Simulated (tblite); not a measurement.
Record of a relaxation.

Species: C2H8Br2SSi2.
Bonds: C1–C2, C2–Si3, Si3–Br4, Si3–Br5, Si3–S6, S6–Si7. Hydrogens: H8, H9, H10 on C1; H11, H12 on C2; H13, H14, H15 on Si7.

Computed with GFN2-xTB (tblite), gas phase: L-BFGS steps from a force-field or distance-geometry start until the largest atomic force falls under 0.01 eV/Å. 6 of its 163 geometries are shown.

Step 0: E = -635.5002 eV, largest atomic force 1.455 eV/Å
```
atom  x, y, z in Å  |  force x, y, z in eV/Å
C1     -2.509   -0.885    0.181   -1.436  -0.054   0.187
C2     -1.063   -1.020   -0.176    0.823  -0.562   0.792
Si3    -0.285    0.621   -0.610   -0.547   0.985  -0.684
Br4     0.197    0.721   -2.817   -0.033  -0.019   0.329
Br5    -1.923    2.169   -0.278    0.645  -0.008  -0.147
S6      1.320    1.184    0.637    0.162   0.299   0.541
Si7     3.249    0.778   -0.163    1.453  -0.057   0.056
H8     -3.009   -1.857    0.074    0.056   0.245   0.035
H9     -2.635   -0.591    1.249   -0.021   0.129  -0.945
H10    -3.021   -0.169   -0.508    0.135  -0.700   0.794
H11    -0.955   -1.695   -1.033    0.164  -0.128   0.412
H12    -0.544   -1.400    0.751   -0.200  -0.101  -1.157
H13     3.920   -0.105    0.831   -0.469   0.194  -0.364
H14     3.242    0.212   -1.509   -0.282   0.006   0.173
H15     4.013    2.045   -0.157   -0.451  -0.230  -0.020
```

Step 32: E = -635.8553 eV, largest atomic force 0.107 eV/Å
```
atom  x, y, z in Å  |  force x, y, z in eV/Å
C1     -2.529   -0.941    0.179   -0.018   0.017   0.003
C2     -1.048   -0.989   -0.185   -0.015  -0.011   0.006
Si3    -0.276    0.714   -0.543    0.073  -0.033  -0.071
Br4     0.293    0.736   -2.713   -0.034   0.049   0.053
Br5    -1.770    2.334   -0.327   -0.008   0.031   0.012
S6      1.366    1.195    0.763   -0.044   0.011  -0.017
Si7     3.275    0.766   -0.159    0.006  -0.007   0.004
H8     -2.925   -1.950    0.279    0.042   0.032   0.010
H9     -2.680   -0.421    1.122   -0.008   0.015  -0.022
H10    -3.105   -0.428   -0.589   -0.001  -0.017   0.008
H11    -0.922   -1.619   -1.068    0.022  -0.031   0.023
H12    -0.496   -1.459    0.631    0.002  -0.035  -0.013
H13     3.874   -0.184    0.768   -0.013   0.034  -0.036
H14     3.003    0.193   -1.468    0.025  -0.007   0.033
H15     3.936    2.061   -0.217   -0.029  -0.047   0.006
```

Step 65: E = -635.8649 eV, largest atomic force 0.057 eV/Å
```
atom  x, y, z in Å  |  force x, y, z in eV/Å
C1     -2.510   -0.947    0.158   -0.023  -0.008  -0.001
C2     -1.028   -0.975   -0.198    0.009  -0.012   0.018
Si3    -0.286    0.742   -0.547    0.019   0.034   0.034
Br4     0.233    0.871   -2.716    0.026   0.007  -0.017
Br5    -1.793    2.339   -0.239    0.002   0.003   0.009
S6      1.362    1.216    0.757   -0.043  -0.010  -0.036
Si7     3.259    0.727   -0.152    0.006  -0.001  -0.002
H8     -2.858   -1.955    0.371   -0.005   0.004   0.002
H9     -2.693   -0.332    1.037    0.001  -0.014  -0.019
H10    -3.104   -0.552   -0.664    0.013   0.016   0.010
H11    -0.885   -1.618   -1.068    0.019   0.002  -0.009
H12    -0.474   -1.429    0.625    0.007  -0.017   0.020
H13     3.865   -0.176    0.815   -0.012   0.015  -0.010
H14     2.991    0.082   -1.428   -0.021  -0.003   0.009
H15     3.920    2.014   -0.279    0.001  -0.016  -0.007
```

Step 97: E = -635.9159 eV, largest atomic force 0.088 eV/Å
```
atom  x, y, z in Å  |  force x, y, z in eV/Å
C1     -2.321   -1.026   -0.080    0.070   0.006   0.011
C2     -0.813   -0.789   -0.085    0.033  -0.015  -0.020
Si3    -0.329    1.025   -0.385   -0.057  -0.019   0.031
Br4    -0.109    1.339   -2.582    0.011   0.003  -0.002
Br5    -1.950    2.386    0.261    0.001   0.018   0.014
S6      1.426    1.632    0.689   -0.015  -0.023  -0.023
Si7     3.026    0.469   -0.166    0.035  -0.031   0.012
H8     -2.529   -2.082    0.065   -0.024  -0.046  -0.031
H9     -2.795   -0.477    0.729   -0.030   0.041   0.003
H10    -2.772   -0.710   -1.018    0.014  -0.012   0.004
H11    -0.356   -1.408   -0.863   -0.023   0.014   0.021
H12    -0.391   -1.123    0.866   -0.024   0.022  -0.005
H13     3.745    0.008    1.011   -0.023   0.020  -0.083
H14     2.419   -0.618   -0.930    0.004   0.008   0.062
H15     3.742    1.381   -1.040    0.028   0.012   0.007
```

Step 130: E = -635.9388 eV, largest atomic force 0.070 eV/Å
```
atom  x, y, z in Å  |  force x, y, z in eV/Å
C1     -2.260   -1.044   -0.272   -0.050  -0.010   0.026
C2     -0.793   -0.742    0.018    0.009  -0.029  -0.038
Si3    -0.357    1.078   -0.281    0.025   0.028   0.017
Br4    -0.462    1.451   -2.475    0.024  -0.002  -0.005
Br5    -1.889    2.375    0.646   -0.034   0.024   0.010
S6      1.508    1.741    0.552   -0.008   0.002   0.022
Si7     3.026    0.410   -0.188   -0.027  -0.015   0.015
H8     -2.463   -2.100   -0.111   -0.003  -0.004  -0.012
H9     -2.915   -0.471    0.382    0.013   0.012  -0.004
H10    -2.514   -0.802   -1.303    0.033  -0.008   0.028
H11    -0.177   -1.373   -0.628    0.031   0.022   0.036
H12    -0.553   -1.010    1.049   -0.039   0.001  -0.034
H13     3.948    0.321    0.929   -0.018   0.019  -0.031
H14     2.334   -0.847   -0.451    0.062  -0.019  -0.026
H15     3.563    1.019   -1.394   -0.018  -0.021  -0.005
```

Step 162: E = -635.9781 eV, largest atomic force 0.009 eV/Å
```
atom  x, y, z in Å  |  force x, y, z in eV/Å
C1     -2.225   -1.031   -0.474    0.004   0.000   0.000
C2     -0.878   -0.735    0.176   -0.004   0.005  -0.003
Si3    -0.329    1.062   -0.077    0.001  -0.007   0.006
Br4    -0.317    1.488   -2.265    0.002   0.003  -0.006
Br5    -1.830    2.424    0.815    0.004  -0.003  -0.003
S6      1.558    1.553    0.819   -0.002   0.000   0.001
Si7     3.002    0.388   -0.272   -0.004  -0.002   0.001
H8     -2.513   -2.064   -0.292   -0.002   0.006   0.001
H9     -3.000   -0.385   -0.067   -0.004  -0.006  -0.001
H10    -2.180   -0.876   -1.550   -0.006   0.001  -0.001
H11    -0.122   -1.411   -0.230    0.001   0.001  -0.004
H12    -0.939   -0.938    1.247    0.006  -0.001   0.007
H13     4.230    0.752    0.403    0.003   0.008   0.001
H14     2.623   -1.009   -0.095   -0.002  -0.009   0.002
H15     2.915    0.791   -1.667    0.003   0.002  -0.003
```

Problem. Summarise the path.

Solution. The energy falls by 11.02 kcal/mol from step 0 to step 162; nine tenths of that is first reached at step 122. It rises by more than 0.2 meV at step 146. The largest force goes from 1.455 to 0.009 eV/Å. Among the bonds Si3–Br5 changes most, from 2.278 to 2.214 Å; the atoms move by 1.174 Å rms after alignment.

Problem. Follow the three bonds and two angles with the largest change from start to end.

Solution. 
```json
{"step": "0", "E above end (kcal/mol)": "11.02", "largest force (eV/Å)": "1.455", "Si3–Br5 (Å)": "2.278", "Si7–H13 (Å)": "1.489", "Si3–S6 (Å)": "2.109", "Si3–S6–Si7 (°)": "114.6", "H13–Si7–H15 (°)": "105.8"}
{"step": "7", "E above end (kcal/mol)": "4.36", "largest force (eV/Å)": "0.230", "Si3–Br5 (Å)": "2.224", "Si7–H13 (Å)": "1.459", "Si3–S6 (Å)": "2.148", "Si3–S6–Si7 (°)": "115.7", "H13–Si7–H15 (°)": "113.1"}
{"step": "14", "E above end (kcal/mol)": "3.48", "largest force (eV/Å)": "0.190", "Si3–Br5 (Å)": "2.206", "Si7–H13 (Å)": "1.455", "Si3–S6 (Å)": "2.152", "Si3–S6–Si7 (°)": "114.9", "H13–Si7–H15 (°)": "115.4"}
{"step": "21", "E above end (kcal/mol)": "3.14", "largest force (eV/Å)": "0.140", "Si3–Br5 (Å)": "2.218", "Si7–H13 (Å)": "1.453", "Si3–S6 (Å)": "2.159", "Si3–S6–Si7 (°)": "112.4", "H13–Si7–H15 (°)": "113.9"}
{"step": "28", "E above end (kcal/mol)": "2.90", "largest force (eV/Å)": "0.101", "Si3–Br5 (Å)": "2.220", "Si7–H13 (Å)": "1.452", "Si3–S6 (Å)": "2.149", "Si3–S6–Si7 (°)": "111.9", "H13–Si7–H15 (°)": "114.0"}
{"step": "35", "E above end (kcal/mol)": "2.76", "largest force (eV/Å)": "0.087", "Si3–Br5 (Å)": "2.221", "Si7–H13 (Å)": "1.455", "Si3–S6 (Å)": "2.149", "Si3–S6–Si7 (°)": "111.0", "H13–Si7–H15 (°)": "115.3"}
{"step": "42", "E above end (kcal/mol)": "2.70", "largest force (eV/Å)": "0.037", "Si3–Br5 (Å)": "2.217", "Si7–H13 (Å)": "1.455", "Si3–S6 (Å)": "2.149", "Si3–S6–Si7 (°)": "110.9", "H13–Si7–H15 (°)": "114.9"}
{"step": "49", "E above end (kcal/mol)": "2.67", "largest force (eV/Å)": "0.030", "Si3–Br5 (Å)": "2.217", "Si7–H13 (Å)": "1.454", "Si3–S6 (Å)": "2.150", "Si3–S6–Si7 (°)": "111.0", "H13–Si7–H15 (°)": "114.4"}
{"step": "56", "E above end (kcal/mol)": "2.64", "largest force (eV/Å)": "0.049", "Si3–Br5 (Å)": "2.217", "Si7–H13 (Å)": "1.454", "Si3–S6 (Å)": "2.152", "Si3–S6–Si7 (°)": "111.4", "H13–Si7–H15 (°)": "114.8"}
{"step": "63", "E above end (kcal/mol)": "2.62", "largest force (eV/Å)": "0.027", "Si3–Br5 (Å)": "2.217", "Si7–H13 (Å)": "1.454", "Si3–S6 (Å)": "2.151", "Si3–S6–Si7 (°)": "111.4", "H13–Si7–H15 (°)": "114.9"}
{"step": "70", "E above end (kcal/mol)": "2.57", "largest force (eV/Å)": "0.056", "Si3–Br5 (Å)": "2.216", "Si7–H13 (Å)": "1.453", "Si3–S6 (Å)": "2.148", "Si3–S6–Si7 (°)": "112.1", "H13–Si7–H15 (°)": "114.1"}
{"step": "77", "E above end (kcal/mol)": "2.44", "largest force (eV/Å)": "0.113", "Si3–Br5 (Å)": "2.218", "Si7–H13 (Å)": "1.455", "Si3–S6 (Å)": "2.156", "Si3–S6–Si7 (°)": "110.4", "H13–Si7–H15 (°)": "113.6"}
{"step": "85", "E above end (kcal/mol)": "2.15", "largest force (eV/Å)": "0.119", "Si3–Br5 (Å)": "2.213", "Si7–H13 (Å)": "1.454", "Si3–S6 (Å)": "2.153", "Si3–S6–Si7 (°)": "108.3", "H13–Si7–H15 (°)": "115.3"}
{"step": "92", "E above end (kcal/mol)": "1.69", "largest force (eV/Å)": "0.173", "Si3–Br5 (Å)": "2.214", "Si7–H13 (Å)": "1.451", "Si3–S6 (Å)": "2.148", "Si3–S6–Si7 (°)": "105.8", "H13–Si7–H15 (°)": "117.4"}
{"step": "99", "E above end (kcal/mol)": "1.35", "largest force (eV/Å)": "0.073", "Si3–Br5 (Å)": "2.212", "Si7–H13 (Å)": "1.452", "Si3–S6 (Å)": "2.145", "Si3–S6–Si7 (°)": "105.0", "H13–Si7–H15 (°)": "115.7"}
{"step": "106", "E above end (kcal/mol)": "1.28", "largest force (eV/Å)": "0.039", "Si3–Br5 (Å)": "2.213", "Si7–H13 (Å)": "1.451", "Si3–S6 (Å)": "2.145", "Si3–S6–Si7 (°)": "105.6", "H13–Si7–H15 (°)": "116.0"}
{"step": "113", "E above end (kcal/mol)": "1.20", "largest force (eV/Å)": "0.098", "Si3–Br5 (Å)": "2.212", "Si7–H13 (Å)": "1.448", "Si3–S6 (Å)": "2.147", "Si3–S6–Si7 (°)": "105.8", "H13–Si7–H15 (°)": "115.6"}
{"step": "120", "E above end (kcal/mol)": "1.13", "largest force (eV/Å)": "0.049", "Si3–Br5 (Å)": "2.210", "Si7–H13 (Å)": "1.452", "Si3–S6 (Å)": "2.150", "Si3–S6–Si7 (°)": "106.0", "H13–Si7–H15 (°)": "115.4"}
{"step": "127", "E above end (kcal/mol)": "0.95", "largest force (eV/Å)": "0.082", "Si3–Br5 (Å)": "2.213", "Si7–H13 (Å)": "1.451", "Si3–S6 (Å)": "2.147", "Si3–S6–Si7 (°)": "107.1", "H13–Si7–H15 (°)": "114.7"}
{"step": "134", "E above end (kcal/mol)": "0.81", "largest force (eV/Å)": "0.062", "Si3–Br5 (Å)": "2.215", "Si7–H13 (Å)": "1.452", "Si3–S6 (Å)": "2.146", "Si3–S6–Si7 (°)": "106.3", "H13–Si7–H15 (°)": "115.1"}
{"step": "141", "E above end (kcal/mol)": "0.64", "largest force (eV/Å)": "0.104", "Si3–Br5 (Å)": "2.216", "Si7–H13 (Å)": "1.447", "Si3–S6 (Å)": "2.143", "Si3–S6–Si7 (°)": "106.4", "H13–Si7–H15 (°)": "114.7"}
{"step": "148", "E above end (kcal/mol)": "0.23", "largest force (eV/Å)": "0.092", "Si3–Br5 (Å)": "2.211", "Si7–H13 (Å)": "1.448", "Si3–S6 (Å)": "2.144", "Si3–S6–Si7 (°)": "105.4", "H13–Si7–H15 (°)": "117.0"}
{"step": "155", "E above end (kcal/mol)": "0.04", "largest force (eV/Å)": "0.072", "Si3–Br5 (Å)": "2.216", "Si7–H13 (Å)": "1.447", "Si3–S6 (Å)": "2.147", "Si3–S6–Si7 (°)": "104.6", "H13–Si7–H15 (°)": "115.4"}
{"step": "162", "E above end (kcal/mol)": "0.00", "largest force (eV/Å)": "0.009", "Si3–Br5 (Å)": "2.214", "Si7–H13 (Å)": "1.448", "Si3–S6 (Å)": "2.146", "Si3–S6–Si7 (°)": "104.7", "H13–Si7–H15 (°)": "115.4"}
```

What follows is the cost of the whole relaxation. The run took 3.2 s of wall time on one thread of an Arm Neoverse N1, shared host with 64 logical CPUs at a one-minute load of 61.
